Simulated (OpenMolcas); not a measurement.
**Lines of Ar III: computed and rescaled rates**

```yaml
Program: OpenMolcas 26.06
Method: "SS-CASPT2, IPEA 0.25 Eh, imaginary shift 0.1 Eh (closed shells correlated: 2s 2p)"
Basis: ANO-RCC-VQZP [6s5p3d2f1g]
Scalar_Hamiltonian: DKH2, point nucleus
Active_space: 6 electrons in 4 orbitals (3s 3p)
State_averaging: 2S+1 = 3 even, 3 roots; 2S+1 = 1 even, 6 roots; 2S+1 = 3 odd, 3 roots; 2S+1 = 1 odd, 3 roots
Spin-orbit_coupling: state interaction with AMFI integrals over the reference wave functions, term energies averaged over their components
```

Rates come from the transition moments of the reference wave functions (E1 and E2 in the length form). At fixed line strength A goes as λ^-3 for E1 and M1 and as λ^-5 for E2, so a rate at the computed wavelength can be rescaled to the measured one. Measured vacuum wavelengths follow from level energies in Saloman, J. Phys. Chem. Ref. Data 39, 033101 (2010). Branching counts decays inside the model space alone, at computed energies, and the table is only a selection of the E2 and M1 lines, drawn from those between levels with measured partners whose computed energy lies within a factor of 1.5 of the measured one.

| Upper | Lower | Type | λ computed (nm) | λ measured (nm) | A computed (s-1) | A rescaled (s-1) | Branching % |
| --- | --- | --- | --- | --- | --- | --- | --- |
| 3s2 3p4 1S0 | 3s2 3p4 3P1 | M1 | 311.6 | 311 | 3.54e+00 |  | 55.7 |
| 3s2 3p4 1S0 | 3s2 3p4 1D2 | E2 | 526.6 | 519.3 | 2.78e+00 | 2.98e+00 | 43.7 |
| 3s2 3p4 1D2 | 3s2 3p4 3P2 | M1 | 707.1 | 713.8 | 2.94e-01 |  | 78.7 |
| 3s2 3p4 1D2 | 3s2 3p4 3P1 | M1 | 763.5 | 775.3 | 7.79e-02 |  | 20.9 |
| 3s2 3p4 1S0 | 3s2 3p4 3P2 | E2 | 301.8 | 300.6 | 3.58e-02 |  | 0.6 |
| 3s2 3p4 3P1 | 3s2 3p4 3P2 | M1 | 9569 | 8991 | 2.57e-02 | 3.10e-02 | 100.0 |
| 3s2 3p4 3P0 | 3s2 3p4 3P1 | M1 | 22630 | 21830 | 4.66e-03 | 5.19e-03 | 100.0 |

Spin-changing lines and M1 lines between different terms are not rescaled, since their strength hangs on the term gaps too.

The largest correction is for 3s2 3p4 3P1 → 3s2 3p4 3P2 (M1): 2.57e-02 × (9569 / 8991)^3 = 3.10e-02 s-1, a factor of 1.21.

The computed rate and branching of 3s2 3p4 3P1 → 3s2 3p4 3P2 give the upper level a radiative lifetime of 1.000 / 2.57e-02 s-1 = 3.89e+01 s, counting decays inside the model space alone. The rescaled rate gives about 3.2e+01 s.

No measured rate stands beside these. Rescaling mends the energy factor alone: line strengths can still be far off where a level mixes with configurations outside the active space, and weak or spin-changing lines hang on small mixing coefficients that depend on the term gaps too, so rescaling need not improve them.

CASPT2 breaks the degeneracy within a term, and the mean is taken; among the terms shown or strongly mixed into the levels shown the widest spread is 130 cm-1 (3s2 3p4 1D). Over all roots computed the reference weight is 0.87 to 0.96; the roots of lowest weight are the least certain, and an intruder state may touch them. Computed and measured levels are paired by configuration, term and J; levels that our copy of the source lacks, or whose pairing is in doubt (as where it misses far off the trend of its configuration), stay unpaired. Levels of configurations outside the active space are missing.
